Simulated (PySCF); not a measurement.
**Structure revision by computed shifts**

A compound C9H11N gives the data below (simulated from a calculation) and was assigned the structure `CNC12C=CC(C=C1)C=C2`.

$^{13}$C{$^{1}$H} NMR (computed): δ 156.4 (C), 156.1 (CH, 2C), 137.8 (CH), 131.0 (CH), 128.7 (CH, 2C), 38.5 (CH2), 16.2 (CH3).

$^{1}$H NMR (400 MHz, computed): δ 8.88 (d, 2H), 7.21 (d, 2H), 5.71 (m, 1H), 5.68 (m, 1H), 3.44 (d, 2H), 2.01 (d, 3H).

- shielding tensors at PBE0/pcSseg-1 (GIAO)
- geometry from GFN2-xTB
- code: PySCF 2.14.0 with density-fitted response routines
- non-relativistic Hamiltonian, isolated molecule, single conformer, one averaged value for each set of equivalent atoms

Scale: $^{1}$H (σ = 31.72 ppm) and $^{13}$C (σ = 186.93 ppm) vs TMS (reference shieldings calculated alike).

Question: Compare with the shifts computed for the proposed structure, pairing carbons in order of shift.

Answer: Atom-mapped SMILES (the numbers label the heavy atoms): `[CH3:1][NH:2][C@:3]12[CH:4]=[CH:5][C@H:6]([CH:7]=[CH:8]1)[CH:9]=[CH:10]2`. Each H is labelled by its parent atom.

```json
{"atom": "C4", "computed for proposal": "152.9", "given list": "156.4", "difference": "-3.5"}
{"atom": "C8", "computed for proposal": "152.9", "given list": "156.1", "difference": "-3.2"}
{"atom": "C10", "computed for proposal": "152.9", "given list": "156.1", "difference": "-3.2"}
{"atom": "C5", "computed for proposal": "149.6", "given list": "137.8", "difference": "+11.8"}
{"atom": "C7", "computed for proposal": "149.6", "given list": "131.0", "difference": "+18.6"}
{"atom": "C9", "computed for proposal": "149.6", "given list": "128.7", "difference": "+20.9"}
{"atom": "C3", "computed for proposal": "79.2", "given list": "128.7", "difference": "-49.5"}
{"atom": "C6", "computed for proposal": "53.4", "given list": "38.5", "difference": "+14.9"}
{"atom": "C1", "computed for proposal": "33.9", "given list": "16.2", "difference": "+17.7"}
```

The rms difference is 20.9 ppm and the largest -49.5 ppm at C3 (allylic fully substituted sp3 carbon bonded to N). The proposal also would give 5 carbon signals, not 7. The carbon types in order of shift don't match either: CH, CH, CH, CH, CH, CH, C, CH, CH3 for the proposal against C, CH, CH, CH, CH, CH, CH, CH2, CH3 in the data. The proposal doesn't fit.

Question: Which isomer fits?

Answer: SMILES C/C=C\Cc1ccncc1.

Carbon types of the structure: 1 × C, 6 × CH, 1 × CH2, 1 × CH3, which accounts for all hydrogens. δC 156.1: aromatic CH next to a ring nitrogen; the adjacent pyridine-type nitrogen withdraws density from it. δC 137.8, 131.0: alkene CH; the olefinic region. δC 128.7: aromatic CH; the aromatic region. δH 8.88: hydrogen on an aromatic CH next to a ring nitrogen; ring current plus the neighbouring ring nitrogen.

Other isomers checked: C=Cc1ccccc1NC (rms 26.9 ppm); C=Cc1cccc(NC)c1 (rms 27.1 ppm).

This is the structure that produced the data.

Shifts are as computed. Against solution values, carbons near 30 ppm lie about +3 ppm off and those near 130 ppm about +5 ppm. Of 1211 compounds with measured shifts, 218 miss one by over three times the rms of a fit or turn the order of signals round; such compounds aren't used in these exercises. Multiplicities follow the n + 1 count of equivalent neighbours, as no J values were calculated; m marks all less simple cases, F and P coupling included.
